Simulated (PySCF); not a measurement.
Isomers of C3H10OSi2, one GFN2-xTB conformer each. Single-point energies are computed at PBE0/pcSseg-1 (PySCF, gas phase, no added dispersion term), electronic only.

```tsv
SMILES	GFN2-xTB relative energy (kJ/mol)
C=C[Si@@H](O)C[SiH3]	57.1
C=CO[SiH2]C[SiH3]	0.0
C=C[Si@@H]([SiH3])OC	72.4
```

Conformers: `[CH2:1]=[CH:2][Si@@H:3]([OH:4])[CH2:5][SiH3:6]` with C1–C2–Si3–O4 5°, C2–Si3–O4–H 62°, C2–Si3–C5–Si6 -173°; `[CH2:1]=[CH:2][O:3][SiH2:4][CH2:5][SiH3:6]` with C1–C2–O3–Si4 -1°, C2–O3–Si4–C5 178°, O3–Si4–C5–Si6 -63°; `[CH2:1]=[CH:2][Si@@H:3]([SiH3:4])[O:5][CH3:6]` with C1–C2–Si3–Si4 57°, C2–Si3–O5–C6 -176°.

Task: What does PBE0/pcSseg-1 give for the same structures?

Result: 
| SMILES | PBE0/pcSseg-1 E (Eh) | PBE0/pcSseg-1 (kJ/mol) | GFN2-xTB (kJ/mol) | point group |
| --- | --- | --- | --- | --- |
| C=C[Si@@H](O)C[SiH3] | -774.05235 | 0.0 | 57.1 | C1 |
| C=CO[SiH2]C[SiH3] | -774.03307 | 50.6 | 0.0 | C1 |
| C=C[Si@@H]([SiH3])OC | -774.01485 | 98.5 | 72.4 | C1 |

GFN2-xTB puts C=CO[SiH2]C[SiH3] lowest instead; measured from each level's own lowest isomer, the values differ by up to 57.1 kJ/mol (C=C[Si@@H](O)C[SiH3]: 57.1 against 0.0). As drawn, the lowest has an O–H bond, which the highest lacks; the highest has an Si–Si bond, which the lowest lacks.

Task: Which frontier levels, dipoles and rotational constants go with these structures?

Result: 
```json
{"SMILES": "C=C[Si@@H](O)C[SiH3]", "HOMO (eV, PBE0/pcSseg-1)": "-7.86", "LUMO (eV)": "-0.34", "dipole (D)": "2.02", "A, B, C (MHz)": "5129, 1066, 954.2"}
{"SMILES": "C=CO[SiH2]C[SiH3]", "HOMO (eV, PBE0/pcSseg-1)": "-7.03", "LUMO (eV)": "0.58", "dipole (D)": "0.66", "A, B, C (MHz)": "5100, 1052, 938.2"}
{"SMILES": "C=C[Si@@H]([SiH3])OC", "HOMO (eV, PBE0/pcSseg-1)": "-7.54", "LUMO (eV)": "-0.43", "dipole (D)": "0.48", "A, B, C (MHz)": "2398, 1742, 1084"}
```
